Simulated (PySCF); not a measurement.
A PySCF script (with the pyscf-properties extension) for the NMR shieldings of `O=C1O[C@@H](F)[C@@H]1CC(F)(F)F`, C₅H₄F₄O₂, on a PBE0-D3(BJ)/def2-SVP geometry:

```python
import basis_set_exchange as bse
import numpy as np
from pyscf import gto, dft
from pyscf.prop import nmr

atoms = """
O     2.605037   -1.346292   -0.672101
C     1.937842   -0.384014   -0.507466
O     2.328860    0.866238   -0.119199
C     0.981641    1.328483   -0.044376
F     0.778072    2.352427   -0.885023
C     0.459749   -0.023561   -0.535847
C    -0.457892   -0.858001    0.327449
C    -1.876384   -0.349276    0.312523
F    -1.940745    0.910629    0.764977
F    -2.383013   -0.353146   -0.923204
F    -2.665161   -1.095685    1.081010
H     0.723638    1.643693    0.978204
H     0.080619    0.064603   -1.566012
H    -0.119383   -0.879985    1.374331
H    -0.466640   -1.896055   -0.035764
"""
names = dict.fromkeys(["O", "C", "F", "H"], "pcSseg-1")
basis = {el: gto.basis.parse(bse.get_basis(n, elements=[el], fmt="nwchem")) for el, n in names.items()}
mol = gto.M(atom=atoms, basis=basis, charge=0, verbose=0)
mf = dft.RKS(mol, xc="PBE0")
mf.grids.level = 2
mf.grids.alignment = dft.numint.BLKSIZE   # the property module wants whole blocks of grid points
mf.conv_tol = 1e-9
mf.kernel()

calc = nmr.RKS(mf)   # GIAO
C = mf.mo_coeff
Co = C[:, mf.mo_occ > 0]
resp = mf.gen_response(singlet=True, hermi=2)
def vind(x):   # induced exchange potential for any number of trial vectors
    d = np.einsum("pi,xij,qj->xpq", C, 2 * x.reshape(-1, C.shape[1], Co.shape[1]), Co, optimize=True)
    return np.einsum("xpq,pi,qj->xij", resp(d - d.transpose(0, 2, 1)), C, Co, optimize=True).ravel()
mo1, _ = nmr.rhf.solve_mo1(calc, with_cphf=vind)
sigma = calc.kernel(mo1)
for i, s in enumerate(sigma):   # ppm
    print("%2d %-2s %9.2f" % (i, mol.atom_pure_symbol(i), np.trace(s) / 3))
```

**Question.** What are the results?

**Answer.** 
```
 0 O     -99.80
 1 C      17.08
 2 O       2.76
 3 C      78.12
 4 F     321.30
 5 C     129.71
 6 C     151.76
 7 C      54.00
 8 F     259.07
 9 F     263.15
10 F     255.84
11 H      25.45
12 H      27.68
13 H      29.22
14 H      28.94
```

These numbers come from an equivalent density-fitted implementation of the same equations, which agrees with the script to about 0.01 ppm for H and up to a few tenths of a ppm for heavy atoms, so last digits may differ.

**Question.** Turn these shieldings into chemical shifts. Referencing at the same level of theory: H2O for 17O (σref 334.56); 13C (σref 184.41), 1H (σref 31.27) vs TMS; 19F (σref 177.25) vs CFCl3.

**Answer.** Averaging equivalent atoms: O 0: 434.4; O 2: 331.8; C 1: 167.3; C 7: 130.4; C 3: 106.3; C 5: 54.7; C 6: 32.6; F 8/9/10: -82.1; F 4: -144.1; H 11: 5.82; H 12: 3.59; H 14: 2.32; H 13: 2.05 ppm. Unscaled 19F shifts against computed CFCl3 carry errors that often reach 10 to 50 ppm. Unscaled 17O shifts of doubly bonded oxygen tend to come out too high, by tens of ppm or more. Experimental scales use liquid or dissolved standards, which lie at an offset from isolated H2O (liquid H2O: subtract about 36 ppm).

Size and cost of the density-fitted run: 207 basis functions, 80 s wall time on 1 thread of an Arm Neoverse N1, shared host; peak memory 1.1 GiB.
